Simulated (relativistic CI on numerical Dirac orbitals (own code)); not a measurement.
## Charge states of zinc

Computed by Dirac-Coulomb-Breit CI, KLI orbitals optimised for each configuration, a model potential for QED, valence Slater integrals scaled by 0.9 (own radial code, finite nucleus).

Each species is treated in one configuration, given outside its closed core. Radial values are for the open shell of highest l, unscaled and averaged over j; ζ includes the Breit term. Labels give the leading LS character, summed over repeated terms.

| Ion | Configuration | Its lowest level | LS weight (%) | ζ (cm⁻¹) | F² (cm⁻¹) | F⁴ (cm⁻¹) | g_J | g√(J(J+1)) |
| --- | --- | --- | --- | --- | --- | --- | --- | --- |
| Zn | 3d10.4s2 | 1S_0 | 100 |  |  |  |  | 0.00 |
| Zn⁺ | 3d10.4s | 2S_1/2 | 100 |  |  |  | 2.002 | 1.73 |
| Zn²⁺ | 3d10 | 1S_0 | 100 |  |  |  |  | 0.00 |
| Zn³⁺ | 3d9 | 2D_5/2 | 100 | 1077 |  |  | 1.200 | 3.55 |
| Zn⁴⁺ | 3d8 | 3F_4 | 100 | 1174 | 124200 | 77820 | 1.249 | 5.59 |
| Zn⁵⁺ | 3d7 | 4F_9/2 | 99 | 1276 | 131500 | 82730 | 1.332 | 6.63 |
| Zn⁶⁺ | 3d6 | 5D_4 | 99 | 1382 | 138400 | 87420 | 1.499 | 6.70 |
| Zn⁷⁺ | 3d5 | 6S_5/2 | 100 | 1495 | 145100 | 91920 | 2.000 | 5.92 |
| Zn⁸⁺ | 3d4 | 5D_0 | 99 | 1612 | 151500 | 96270 |  | 0.00 |
| Zn⁹⁺ | 3d3 | ? | ? | ? | ? | ? | ? | ? |
| Zn¹⁰⁺ | 3d2 | 3F_2 | 99 | 1865 | 163800 | 104600 | 0.669 | 1.64 |
| Zn¹¹⁺ | 3d | 2D_3/2 | 100 | 2001 |  |  | 0.798 | 1.55 |
| Zn¹²⁺ | 3s2.3p6 | 1S_0 | 100 |  |  |  |  | 0.00 |
| Zn¹³⁺ | 3s2.3p5 | 2P°_3/2 | 100 | 23010 |  |  | 1.333 | 2.58 |
| Zn¹⁴⁺ | 3s2.3p4 | 3P_2 | 91 | 23900 | 170400 |  | 1.455 | 3.56 |
| Zn¹⁵⁺ | 3s2.3p3 | 4S°_3/2 | 91 | 24810 | 173000 |  | 1.935 | 3.75 |
| Zn¹⁶⁺ | 3s2.3p2 | 3P_0 | 93 | 25740 | 175500 |  |  | 0.00 |
| Zn¹⁷⁺ | 3s2.3p | 2P°_1/2 | 100 | 26680 |  |  | 0.664 | 0.58 |
| Zn¹⁸⁺ | 3s2 | 1S_0 | 100 |  |  |  |  | 0.00 |
| Zn¹⁹⁺ | 3s | 2S_1/2 | 100 |  |  |  | 2.000 | 1.73 |
| Zn²⁰⁺ | 2s2.2p6 | 1S_0 | 100 |  |  |  |  | 0.00 |
| Zn²¹⁺ | 2s2.2p5 | 2P°_3/2 | 100 | 130800 |  |  | 1.329 | 2.57 |
| Zn²²⁺ | 2s2.2p4 | 3P_2 | 84 | 135600 | 507100 |  | 1.416 | 3.47 |
| Zn²³⁺ | 2s2.2p3 | 4S°_3/2 | 70 | 140500 | 515700 |  | 1.748 | 3.38 |

**Question.** Fill in the row of Zn⁹⁺.

**Answer.** Its lowest level 4F_3/2; LS weight (%) 99; ζ (cm⁻¹) 1736; F² (cm⁻¹) 157800; F⁴ (cm⁻¹) 100500; g_J 0.401; g√(J(J+1)) 0.78.

At low charge ζ of a weakly bound d or f electron comes out too small.
